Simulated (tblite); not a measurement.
Compound: C₆H₁₁F₃.
Numbering: `[CH3:1][C:2]([CH2:3][F:4])([CH2:5][F:6])[CH2:7][CH2:8][F:9]` (hydrogens: H10, H11, H12 on C1; H13, H14 on C3; H15, H16 on C5; H17, H18 on C7; H19, H20 on C8)

Geometry (GFN2-xTB, Å), atoms numbered from 1 in this order:
```
atom  x, y, z in Å
C1    -0.483    0.900   -1.262
C2    -0.421   -0.025   -0.044
C3    -1.581   -1.031   -0.130
F4    -1.451   -1.824   -1.243
C5    -0.600    0.789    1.244
F6    -1.861    1.334    1.294
C7     0.893   -0.828    0.007
C8     2.172   -0.014    0.128
F9     2.293    0.541    1.383
H10   -1.440    1.417   -1.279
H11   -0.383    0.322   -2.177
H12    0.303    1.650   -1.229
H13   -1.593   -1.703    0.735
H14   -2.541   -0.516   -0.216
H15    0.103    1.624    1.293
H16   -0.493    0.162    2.134
H17    0.963   -1.421   -0.906
H18    0.854   -1.518    0.854
H19    3.047   -0.659   -0.005
H20    2.215    0.813   -0.585
```

Method: GFN2-xTB as coded in tblite; computed harmonic values from a numerical Hessian at the method's own geometry, unscaled. Against measured fundamentals such values can be off by several per cent, at times by over 20. One conformer, not necessarily the lowest.

Harmonic wavenumbers (cm⁻¹): 29.6, 90.1, 104.7, 134.7, 188.9, 196.5, 219.8, 271.7, 319.6, 333.2, 390.8, 430.1, 537.7, 554.2, 760.8, 863.0, 908.8, 917.4, 953.9, 982.1, 1009.3, 1021.5, 1046.8, 1056.4, 1091.4, 1157.2, 1179.1, 1185.0, 1213.1, 1236.8, 1264.3, 1291.1, 1328.0, 1333.8, 1334.7, 1354.8, 1413.3, 1444.5, 1449.5, 1451.6, 1459.5, 1488.8, 1502.2, 2945.2, 2949.9, 2953.9, 2967.0, 2971.4, 2979.3, 2982.7, 3001.6, 3043.3, 3048.5, 3052.9.

A = 1824, B = 1181, C = 875.8 MHz; mass 140.081 u (most abundant isotopes); point group C1, symmetry number 1.

Task: What is the zero-point energy?

Result: Half the sum of the wavenumbers: 35698 cm⁻¹ = 427.04 kJ/mol.

Task: Entropy at 200 K, 1 bar (ideal gas, RRHO, classical rotation)?

Result: Translation 162.19, rotation 118.54, vibration 86.80: S = 367.5 J/(mol K).

Task: And Cp and H(200 K) − H(0)?

Result: Cp = 122.55 J/(mol K), of which vibrations give 89.30 (their classical limit is 54 R = 449.0); H(200 K) − H(0) = 15.98 kJ/mol without the zero-point energy, 9.33 from vibrations.

Task: Blend soft modes into free rotors: weight 1/[1 + (100 cm⁻¹/ν̃)⁴] for the oscillator and the rest for a rotor with moment μB/(μ + B), μ = h/(8π²ν), B = 10⁻⁴⁴ kg m². What vibrational entropy results?

Result: 80.22 J/(mol K) in place of 86.80, which changes −T·S at 200 K by +1.31 kJ/mol.

Task: How do the functions run with temperature in this model?

Result: 
```tsv
T (K)	S (J/(mol K))	Cp (J/(mol K))	H − H(0) (kJ/mol)	G − H(0) (kJ/mol)	ln q(vib)
50	250.1	55.7	2.14	-10.37	0.72
100	297.3	82.8	5.62	-24.11	2.00
298.15	423.6	161.7	29.88	-96.40	7.53
373.15	463.3	193.7	43.21	-129.67	9.54
500	527.1	243.3	71.03	-192.53	12.88
750	640.3	314.1	141.38	-338.81	19.28
1000	737.4	360.1	226.04	-511.32	25.30
```

q(vib) and H(0) count from the zero-point level.

Hindered rotation and anharmonicity are outside this model. Other conformers, if any are populated, would add a mixing term that is left out. The structure is chiral; the term R ln 2 for an equal mix with its mirror image is left out.
